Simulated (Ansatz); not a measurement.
Abridged output of a molecular run in Ansatz:

```
Functional definition: HF
1288 factors; integrals over basis functions are off by at most 1.3e-3 eV
mean field evaluation 1: about -15997.3586 eV, gradient 4.9e1 eV
mean field evaluation 2: about -15997.5515 eV, gradient 4.9e1 eV
mean field evaluation 4: about -16002.3764 eV, gradient 4.4e0 eV
mean field evaluation 8: about -16002.4394 eV, gradient 2.2e-1 eV
mean field -16002.43962577 eV, -588.0788094039 hartree, gradient 1.4e-6 eV, S^2 0.000000; 0 other end points of the search recorded, 0 dependent functions left out
8 core orbitals not correlated: weight in the atoms' cores, before any rotation towards them, 1.000 or more for the frozen orbitals, at most 0.000 for the correlated occupied ones
reference -16002.43962577 eV, -588.0788094039 hartree; 25, 25 occupied and 99, 99 virtual orbitals, 1288 factors
second order -35.85654789 eV of doubles, -0.00000000 eV of singles
cycle   1  -36.03558048 eV  change   -1.8e-1 eV  update   1.2e-1
cycle   2  -36.76911412 eV  change   -7.3e-1 eV  update   3.3e-2
cycle   3  -36.96152996 eV  change   -1.9e-1 eV  update   1.7e-2
cycle   4  -36.95254658 eV  change    9.0e-3 eV  update   3.1e-3
cycle   5  -36.95101197 eV  change    1.5e-3 eV  update   1.3e-3
cycle   6  -36.95184788 eV  change   -8.4e-4 eV  update   4.0e-4
cycle   7  -36.95160489 eV  change    2.4e-4 eV  update   1.4e-4
cycle   8  -36.95146750 eV  change    1.4e-4 eV  update   4.3e-5
cycle   9  -36.95147658 eV  change   -9.1e-6 eV  update   1.4e-5
perturbative correction -0.80116131 eV, -0.0294421351 hartree
Total energy: -16040.19226366 eV, -589.4661932569 hartree
```

Its atoms:

```xyz
12

O    -1.5122   -0.6607    0.3612
C    -0.2850   -0.0123    0.4881
C     0.8617   -0.9944    0.3013
F     2.0445   -0.3726    0.5402
F     0.8926   -1.4602   -0.9707
C    -0.1671    1.1912   -0.4392
F    -0.9467    2.1963    0.0191
F    -0.6256    0.8577   -1.6739
H    -1.6717   -0.8196   -0.5761
H    -0.2156    0.3653    1.5124
H     0.7679   -1.8502    0.9760
H     0.8573    1.5595   -0.5384
```

**Question.** Which basis set was used?
A. def2-SVP
B. cc-pV(T+d)Z
C. def2-QZVPP
D. def2-TZVPPD

**Answer.** A. It gives 132 functions.

**Question.** Write the keys of the input that set method, charge and spin (a neutral closed shell needs none for the last two).

**Answer.** 
```yaml
correlation: {method: ccsd_t}
```
